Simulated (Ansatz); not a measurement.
Stepwise reaction of `[Cl][GeH]([Cl])[Br]` with hydrogen, as a gas-phase model of exchange steps in deposition or etching. ΔE in kJ/mol; ΔG adds harmonic PBE0-D4 terms to CCSD(T)/CBS, at 1 bar.

Calculated with Ansatz (gas phase, PBE0-D4/def2-TZVP geometries, no zero-point term in ΔE). CCSD(T)/CBS adds triple-zeta CCSD(T) − MP2 to the extrapolated MP2 energy (def2 sets, frozen cores). This one scheme is used for every species. Functionals use def2-TZVPP. B3LYP here is the variant with VWN-RPA as its local correlation; programs differ in this. For Br, Ge outer-core shells are correlated without core-valence functions, which leaves a few kJ/mol of doubt a bond. Scalar relativity is left out up to krypton.

| step | reaction | PBE-D4 | B3LYP-D4 | ωB97M-V | CCSD(T)/CBS | ΔG(400 K) |
| --- | --- | --- | --- | --- | --- | --- |
| 1 | `[Cl][GeH]([Cl])[Br]` + H₂ → `[Cl][GeH2][Br]` + HCl | 53.4 | 52.4 | 50.4 | 49.2 | 44.7 |
| 2 | `[Cl][GeH2][Br]` + H₂ → `[GeH3][Br]` + HCl | 54.0 | 53.5 | 51.8 | 50.9 | 50.1 |

(1) By hand: ΔE of the 2 steps together at CCSD(T)/CBS.

## Answers

(1) (49.2) + (50.9) = 100.1 kJ/mol, or 50.0 kJ/mol a step.

In ΔE the steps differ by no more than 1.7 kJ/mol. All are uphill at CCSD(T)/CBS. ΔG lies between 44.7 and 50.1 kJ/mol a step. PBE-D4 differs from CCSD(T)/CBS by 3.1 to 4.2 kJ/mol a step. Isolated molecules leave out the surface, adducts and barriers. Largest T1 diagnostic: 0.009.
